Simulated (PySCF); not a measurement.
**S: excitation energy**

S [Ne] 3s2 3p4 (3P) → S [Ne] 3s1 3p5 (3P), as a difference of total energies. Calculation: PySCF 2.14, in def2-QZVPPD (10s7p5d2f1g, 79 functions); the non-relativistic Hamiltonian (point nucleus). Correlated levels: valence: [Ne] frozen; valence and next inner shell: 1s2 frozen. The calculations carry no spin-orbit coupling.

```json
{"method": "UHF", "excitation energy (eV)": "11.466"}
{"method": "LDA", "excitation energy (eV)": "9.905"}
{"method": "PBE", "excitation energy (eV)": "9.940"}
{"method": "PBE0", "excitation energy (eV)": "10.365"}
{"method": "r2SCAN", "excitation energy (eV)": "10.108"}
{"method": "CAM-B3LYP", "excitation energy (eV)": "10.496"}
{"method": "BLYP", "excitation energy (eV)": "9.931"}
{"method": "BHandHLYP", "excitation energy (eV)": "10.790"}
{"method": "B2PLYP", "excitation energy (eV)": "10.319"}
{"method": "MP2 (valence)", "excitation energy (eV)": "10.407"}
{"method": "SCS-MP2 (valence)", "excitation energy (eV)": "10.290"}
{"method": "MP2 (valence and next inner shell)", "excitation energy (eV)": "10.425"}
{"method": "SCS-MP2 (valence and next inner shell)", "excitation energy (eV)": "10.302"}
```

Task: How much does correlation contribute at MP2 (valence and next inner shell)?

Result: 10.425 − (11.466) = -1.041 eV, measured against UHF.

Errors of the correlated levels include the incompleteness of this basis and the frozen core.

For comparison: 8.928 eV (measured; NIST levels, between the centres of gravity of the two terms).
